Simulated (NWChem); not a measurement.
System: C7H7, doublet; SMILES [c]1ccc(cc1)C

Excerpt of the output:

```
             Northwest Computational Chemistry Package (NWChem) 7.3.0
             --------------------------------------------------------

                             Geometry "geometry" -> ""
                             -------------------------

 Output coordinates in angstroms (scale by  1.889725989 to convert to a.u.)

  No.       Tag          Charge          X              Y              Z
 ---- ---------------- ---------- -------------- -------------- --------------
    1 C                    6.0000     0.00349800    -2.35373200    -0.00367200
    2 C                    6.0000     0.00593800    -0.84398800     0.00482100
    3 C                    6.0000     1.21588400    -0.12007100     0.00329800
    4 C                    6.0000     1.22549500     1.29261100    -0.00129100
    5 C                    6.0000    -0.00590600     1.92152600    -0.00366900
    6 C                    6.0000    -1.23330000     1.28053800    -0.00126900
    7 C                    6.0000    -1.21214500    -0.12938300     0.00330200
    8 H                    1.0000    -0.37584000    -2.75042300    -0.96920600
    9 H                    1.0000     1.02030300    -2.76423400     0.14889100
   10 H                    1.0000    -0.65233600    -2.76337100     0.79163500
   11 H                    1.0000     2.17390900    -0.66636800     0.00656400
   12 H                    1.0000     2.17770600     1.84677900    -0.00112300
   13 H                    1.0000    -2.18947500     1.82758200    -0.00109700
   14 H                    1.0000    -2.16602400    -0.68298100     0.00651600

 Effective nuclear repulsion energy (a.u.)     257.5171354722

                                 NWChem DFT Module
                                 -----------------

 Summary of "ao basis" -> "ao basis" (spherical)
 ------------------------------------------------------------------------------
       Tag                 Description            Shells   Functions and Types
 ---------------- ------------------------------  ------  ---------------------
 C                          def2-svp                 6       14   3s2p1d
 H                          def2-svp                 3        5   2s1p

 in cosmo_initialize ...

 solvent parameters
 solvname_short: unkn
 solvname_long:  unknown
 dielec:        4.8000

[...]

                                   COSMO solvation results
                                   -----------------------

                 gas phase energy =      -270.684568411404
                 sol phase energy =      -270.687881317940
 (electrostatic) solvation energy =         0.003312906536 (    2.08 kcal/mol)

                    DFT Final Alpha Molecular Orbital Analysis
                    ------------------------------------------

 Vector   23  Occ=1.000000D+00  E=-2.643467D-01
              MO Center=  7.9D-03,  5.7D-01,  7.7D-04, r^2= 3.1D+00
   Bfn.  Coefficient  Atom+Function         Bfn.  Coefficient  Atom+Function
  ----- ------------  ---------------      ----- ------------  ---------------
    34      0.313784   3 C  pz               76     -0.309122   6 C  pz
    48      0.287110   4 C  pz               90     -0.288136   7 C  pz
    37      0.221925   3 C  pz               79     -0.214226   6 C  pz
    93     -0.201521   7 C  pz               51      0.198270   4 C  pz
    20      0.025617   2 C  pz

 Vector   24  Occ=1.000000D+00  E=-2.556863D-01
              MO Center= -3.3D-02,  2.2D-01, -1.2D-02, r^2= 3.6D+00
   Bfn.  Coefficient  Atom+Function         Bfn.  Coefficient  Atom+Function
  ----- ------------  ---------------      ----- ------------  ---------------
    62     -0.338918   5 C  pz               20      0.334130   2 C  pz
    65     -0.229608   5 C  pz               23      0.226699   2 C  pz
    90      0.226586   7 C  pz               34      0.187066   3 C  pz
    48     -0.163548   4 C  pz               93      0.161254   7 C  pz
    37      0.136496   3 C  pz               99      0.129300   8 H  s

 Vector   25  Occ=1.000000D+00  E=-2.498188D-01
              MO Center= -3.0D-03,  1.8D+00, -1.3D-03, r^2= 2.3D+00
   Bfn.  Coefficient  Atom+Function         Bfn.  Coefficient  Atom+Function
  ----- ------------  ---------------      ----- ------------  ---------------
    61      0.544981   5 C  py               64      0.392982   5 C  py
    59      0.281685   5 C  s                33      0.176020   3 C  py
    89      0.173821   7 C  py               47     -0.163142   4 C  py
    75     -0.162910   6 C  py               58      0.159511   5 C  s
   119     -0.111601  12 H  s               124     -0.110246  13 H  s

 Vector   26  Occ=0.000000D+00  E=-2.182384D-02
              MO Center= -3.0D-02,  5.4D-01,  1.9D-03, r^2= 3.7D+00
   Bfn.  Coefficient  Atom+Function         Bfn.  Coefficient  Atom+Function
  ----- ------------  ---------------      ----- ------------  ---------------
    51      0.467081   4 C  pz               93      0.468312   7 C  pz
    79     -0.368966   6 C  pz               37     -0.364374   3 C  pz
    90      0.351480   7 C  pz               48      0.349266   4 C  pz
    76     -0.279625   6 C  pz               34     -0.266620   3 C  pz
   110      0.153708  10 H  s               100     -0.120879   8 H  s

 Vector   27  Occ=0.000000D+00  E=-1.285449D-02
              MO Center= -1.5D-02,  3.6D-01, -7.7D-03, r^2= 3.9D+00
   Bfn.  Coefficient  Atom+Function         Bfn.  Coefficient  Atom+Function
  ----- ------------  ---------------      ----- ------------  ---------------
    23      0.496795   2 C  pz               65      0.468692   5 C  pz
    20      0.384320   2 C  pz               62      0.357939   5 C  pz
    37     -0.342549   3 C  pz               79     -0.339121   6 C  pz
    34     -0.250105   3 C  pz               76     -0.249295   6 C  pz
   100      0.210460   8 H  s               110     -0.161772  10 H  s

[...]
```

Level: B3LYP/def2-SVP, spin-unrestricted, COSMO on the gas-phase geometry. Coordinates come from a PBE-D3(BJ)/def2-SVP, spin-unrestricted optimisation. Not confirmed as a minimum by frequencies. No stability test was run on the SCF state. COSMO prints the solvation energy as gas minus solution, so a positive value is a stabilisation.

Task: Which NWChem input produces such a log?

Result: Several could match; the one computed here: the input that was run:
```
start job
memory heap 200 mb stack 900 mb global 1100 mb
geometry units angstroms noautosym nocenter noautoz
  C      0.003498    -2.353732    -0.003672
  C      0.005938    -0.843988     0.004821
  C      1.215884    -0.120071     0.003298
  C      1.225495     1.292611    -0.001291
  C     -0.005906     1.921526    -0.003669
  C     -1.233300     1.280538    -0.001269
  C     -1.212145    -0.129383     0.003302
  H     -0.375840    -2.750423    -0.969206
  H      1.020303    -2.764234     0.148891
  H     -0.652336    -2.763371     0.791635
  H      2.173909    -0.666368     0.006564
  H      2.177706     1.846779    -0.001123
  H     -2.189475     1.827582    -0.001097
  H     -2.166024    -0.682981     0.006516
end
basis spherical
  C library def2-svp
  H library def2-svp
end
dft
  odft
  mult 2
  xc b3lyp
  iterations 150
end
cosmo
  dielec 4.8
end
task dft energy
```
